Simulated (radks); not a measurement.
The numbers below are computed, except where a source is named.
Q: All-electron atom: Pr III in [Xe] 4f3. Level of theory: scalar-relativistic Kohn-Sham, PBEsol, spin-unpolarised, spherical densities, point nucleus (a radial shooting solver on a logarithmic mesh with Libxc functionals). Some entries of the table are withheld. Estimate them.

| orbital | occ. | eigenvalue (hartree) | <r> (bohr) |
|---|---|---|---|
| 1s | 2 | -1536.544 | 0.02410 |
| 2s | 2 | -247.5918 | 0.1031 |
| 2p | 6 | -221.6128 | 0.09056 |
| 3s | 2 | -53.76821 | 0.2725 |
| 3p | 6 | -45.54129 | 0.2706 |
| 3d | 10 | -33.98696 | 0.2475 |
| 4s | 2 | (1) | 0.6227 |
| 4p | 6 | (2) | 0.6597 |
| 4d | 10 | -4.52023 | (3) |
| 5s | 2 | -1.90365 | 1.505 |
| 5p | 6 | -1.25516 | 1.750 |
| 4f | 3 | -0.50952 | 1.143 |

A: 
(1) 4s eigenvalue (hartree): -11.04978
(2) 4p eigenvalue (hartree): -8.36222
(3) 4d <r> (bohr): 0.7278
